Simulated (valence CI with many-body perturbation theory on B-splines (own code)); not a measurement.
# Sn¹¹⁺: E2, M1 decay

Level of theory: relativistic CI+MBPT: three valence electrons over a frozen Dirac-Fock core [Kr], radial functions for each j: 7 s, 7 p, 8 d, 6 f, 4 g, 1 h, with the one-electron correlation potential Σ1 (screened to all orders), the two-electron term Σ2, the three-electron term Σ3, Breit, model QED; selected single and double excitations, second order for the rest, scaled by the run's own slope (own B-spline code, finite nucleus).

No measured spectrum was set against this ion. As an estimate, terms of the open shell hold to 2 to 4 % of their energy, and close levels can change places. Excitations out of the core, of the other parity, are not computed and may begin above about 52.5 eV (a cautious bound); beyond it only levels of the ground parity were kept, without lifetimes.

Lines 1 to 50 of 120 in falling wavelength, among levels below 423160 cm⁻¹, chosen from the decays that carry over 1 % of a level's rate. Wavelengths and rates use the calculated energies, so an error of 2000 cm⁻¹ moves a line at 769.1 nm by 15 % and its rate by three times that or more. Electric multipoles are in the length gauge, E1 and E2 with the static RPA response of the core. S is in atomic units (e²a₀⁴ for E2 and M2, e²a₀⁶ for E3), for M1 in squared Bohr magnetons. Weak lines are less certain than strong ones. Lines between different terms over intervals too small for the method are left out, as are lines whose strength nearly cancels. Intervals below about 2000 cm⁻¹, as at the head of this list, are uncertain by tens of per cent.

Names give the largest LS component (configuration and term), which can be under half, so a name can repeat, a term be missing and a line seem to break the LS rules; names also repeat where a configuration has a term twice. Letters in brackets count levels of one name in rising energy.

| λ vac (nm) | Upper | Lower | Type | A (s⁻¹) | S (a.u.) |
| --- | --- | --- | --- | --- | --- |
| 5193 | 4d³ ⁴P_1/2 | 4d³ ⁴P_3/2 | M1 | 2.29e-01 | 2.38e+00 |
| 2045 | 4d³ ⁴F_9/2 | 4d³ ⁴F_7/2 | M1 | 2.77e+00 | 8.78e+00 |
| 1767 | 4d³ ⁴F_7/2 | 4d³ ⁴F_5/2 | M1 | 7.24e+00 | 1.19e+01 |
| 1747 | 4d³ ⁴F_5/2 | 4d³ ⁴F_3/2 | M1 | 7.60e+00 | 9.01e+00 |
| 1129 | 4d³ ²D_5/2 [a] | 4d³ ²D_3/2 [a] | M1 | 5.66e+00 | 1.81e+00 |
| 1015 | 4d³ ⁴P_5/2 | 4d³ ⁴P_3/2 | M1 | 1.04e+01 | 2.41e+00 |
| 900.1 | 4d³ ²H_11/2 | 4d³ ²H_9/2 | M1 | 9.28e+00 | 3.01e+00 |
| 784.4 | 4d³ ²P_3/2 | 4d³ ²P_1/2 | M1 | 1.43e+01 | 1.02e+00 |
| 769.1 | 4d³ ²D_3/2 [a] | 4d³ ⁴P_1/2 | M1 | 8.66e+00 | 5.84e-01 |
| 717.4 | 4d³ ²D_5/2 [a] | 4d³ ⁴P_5/2 | M1 | 3.50e+00 | 2.88e-01 |
| 689.5 | 4d³ ²G_9/2 | 4d³ ²H_9/2 | M1 | 2.75e+01 | 3.34e+00 |
| 687.6 | 4d³ ²H_9/2 | 4d³ ⁴F_9/2 | M1 | 2.02e+01 | 2.44e+00 |
| 669.9 | 4d³ ²D_3/2 [a] | 4d³ ⁴P_3/2 | M1 | 3.52e+01 | 1.57e+00 |
| 657.5 | 4d³ ²P_3/2 | 4d³ ²D_3/2 [a] | M1 | 3.23e+01 | 1.36e+00 |
| 646.8 | 4d³ ²P_1/2 | 4d³ ⁴P_1/2 | M1 | 4.50e+01 | 9.02e-01 |
| 645.5 | 4d³ ²G_9/2 | 4d³ ²G_7/2 | M1 | 2.69e+01 | 2.68e+00 |
| 607.8 | 4d³ ⁴P_3/2 | 4d³ ⁴F_5/2 | M1 | 4.49e+00 | 1.49e-01 |
| 542.1 | 4d³ ²G_7/2 | 4d³ ⁴F_7/2 | M1 | 1.57e+01 | 7.43e-01 |
| 514.6 | 4d³ ²H_9/2 | 4d³ ⁴F_7/2 | M1 | 1.61e+01 | 8.12e-01 |
| 492.9 | 4d³ ²P_3/2 | 4d³ ⁴P_5/2 | M1 | 2.77e+01 | 4.93e-01 |
| 484.4 | 4d³ ⁴P_5/2 | 4d³ ⁴F_7/2 | M1 | 1.46e+00 | 3.69e-02 |
| 450.9 | 4d³ ⁴P_3/2 | 4d³ ⁴F_3/2 | M1 | 1.40e+01 | 1.91e-01 |
| 420.4 | 4d³ ²D_5/2 [a] | 4d³ ⁴P_3/2 | M1 | 3.75e+00 | 6.21e-02 |
| 414.9 | 4d³ ⁴P_1/2 | 4d³ ⁴F_3/2 | M1 | 2.04e+00 | 1.08e-02 |
| 414.9 | 4d³ ⁴P_1/2 | 4d³ ⁴F_3/2 | E2 | 1.54e-01 | 3.38e-01 |
| 414.9 | 4d³ ²G_7/2 | 4d³ ⁴F_5/2 | M1 | 3.20e+01 | 6.77e-01 |
| 389.8 | 4d³ ²H_11/2 | 4d³ ⁴F_9/2 | M1 | 5.04e+00 | 1.33e-01 |
| 387.7 | 4d³ ²F_5/2 | 4d³ ⁴P_5/2 | M1 | 6.05e+00 | 7.84e-02 |
| 380.2 | 4d³ ⁴P_5/2 | 4d³ ⁴F_5/2 | M1 | 1.45e+00 | 1.77e-02 |
| 374.5 | 4d³ ²F_7/2 | 4d³ ²H_9/2 | M1 | 9.63e-01 | 1.50e-02 |
| 361.2 | 4d³ ²F_7/2 | 4d³ ²G_7/2 | M1 | 1.42e+01 | 1.98e-01 |
| 357.2 | 4d³ ²F_5/2 | 4d³ ²G_7/2 | M1 | 8.36e+00 | 8.48e-02 |
| 344.3 | 4d³ ²G_9/2 | 4d³ ⁴F_9/2 | M1 | 8.35e+00 | 1.26e-01 |
| 331.8 | 4d³ ²P_3/2 | 4d³ ⁴P_3/2 | M1 | 2.16e+00 | 1.17e-02 |
| 326.9 | 4d³ ²D_3/2 [b] | 4d³ ²F_5/2 | M1 | 3.07e+01 | 1.59e-01 |
| 326.2 | 4d³ ²D_5/2 [b] | 4d³ ²F_5/2 | M1 | 4.94e+01 | 3.82e-01 |
| 323.0 | 4d³ ²D_5/2 [b] | 4d³ ²F_7/2 | M1 | 2.83e+01 | 2.12e-01 |
| 318.7 | 4d³ ²D_3/2 [a] | 4d³ ⁴F_5/2 | M1 | 4.72e+01 | 2.27e-01 |
| 294.7 | 4d³ ²G_9/2 | 4d³ ⁴F_7/2 | M1 | 1.06e+01 | 1.01e-01 |
| 289.2 | 4d³ ²D_5/2 [a] | 4d³ ⁴F_7/2 | M1 | 5.33e+01 | 2.86e-01 |
| 280.6 | 4d³ ²F_5/2 | 4d³ ⁴P_3/2 | M1 | 3.00e+00 | 1.47e-02 |
| 277.0 | 4d³ ²D_3/2 [b] | 4d³ ²P_3/2 | M1 | 2.60e+00 | 8.21e-03 |
| 276.5 | 4d³ ²D_5/2 [b] | 4d³ ²P_3/2 | M1 | 6.58e+00 | 3.09e-02 |
| 269.5 | 4d³ ²D_3/2 [a] | 4d³ ⁴F_3/2 | M1 | 2.66e+01 | 7.73e-02 |
| 252.7 | 4d³ ²P_1/2 | 4d³ ⁴F_3/2 | M1 | 1.75e+00 | 2.09e-03 |
| 248.5 | 4d³ ²D_5/2 [a] | 4d³ ⁴F_5/2 | M1 | 9.48e+00 | 3.23e-02 |
| 242.5 | 4d³ ²F_7/2 | 4d³ ⁴F_9/2 | M1 | 1.88e+01 | 7.95e-02 |
| 235.6 | 4d³ ²D_3/2 [b] | 4d³ ²D_5/2 [a] | M1 | 4.67e+01 | 9.06e-02 |
| 235.2 | 4d³ ²D_5/2 [b] | 4d³ ²D_5/2 [a] | M1 | 4.20e+00 | 1.22e-02 |
| 231.7 | 4d³ ²D_5/2 [b] | 4d³ ²G_9/2 | E2 | 3.55e+00 | 1.27e+00 |
